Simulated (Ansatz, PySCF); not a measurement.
This singlet lies 1.52 eV below the relaxed triplet at the level frozen-core CCSD(T)/cc-pVTZ // PBE0-D3(BJ)/def2-TZVP (Ansatz, a program for electronic structure).

Z-matrix (Å, degrees):
```
C
O 1 1.3080
H 2 0.9770 1 116.58
S 1 1.7441 2 111.70 3 0.00
H 4 1.3401 1 94.88 2 180.00
```
Charge 0, spin multiplicity 1.

Q: Give the total energy, HOMO–LUMO gap and dipole moment at the level PBE0-D3(BJ)/def2-TZVP run with PySCF.

A: 
```yaml
total_energy: -512.4343 Ha
HOMO–LUMO gap: 5.34 eV
dipole_moment: 2.33 D
```
